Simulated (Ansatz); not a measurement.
`C[NH][Ti]([OH])([Cl])[O]C` at its PBE0-D4/def2-TZVP geometry, where that method's forces vanish. Total charge 0; spin multiplicity 1.

```xyz
15

C     1.1273    1.0203    1.6989
N     0.2310    1.5062    0.6789
Ti   -0.3391    0.6577   -0.8770
O    -1.7807    1.5423   -1.4613
Cl    1.3197    0.7330   -2.3853
O    -0.5775   -1.0524   -0.5415
C    -0.3830   -2.4282   -0.5164
H     1.4294   -0.0045    1.4718
H     0.6574    1.0138    2.6895
H     2.0413    1.6229    1.7576
H    -0.0961    2.4491    0.8527
H    -2.6365    1.3464   -1.8410
H    -0.0808   -2.7494    0.4857
H    -1.3102   -2.9446   -0.7834
H     0.3977   -2.7126   -1.2293
```

Q: What forces (eV/Å) does B3LYP-D4/def2-TZVPP give on these atoms in Ansatz 0.2.0? (Estimate.)

A: Ansatz gave: 
```
C1   0.199 -0.118  0.218
N2  -0.067  0.228  0.076
Ti3  0.035  0.018 -0.044
O4  -0.257  0.179 -0.114
Cl5  0.196  0.009 -0.178
O6  -0.072 -0.022  0.058
C7   0.041 -0.356  0.011
H8  -0.012  0.058  0.020
H9   0.033  0.000 -0.037
H10 -0.039 -0.030  0.010
H11 -0.003  0.002 -0.003
H12 -0.049  0.004 -0.018
H13 -0.015  0.006 -0.054
H14  0.052  0.016  0.014
H15 -0.041  0.006  0.039
```

B3LYP here is the variant with VWN-RPA as its local correlation; programs differ in this.
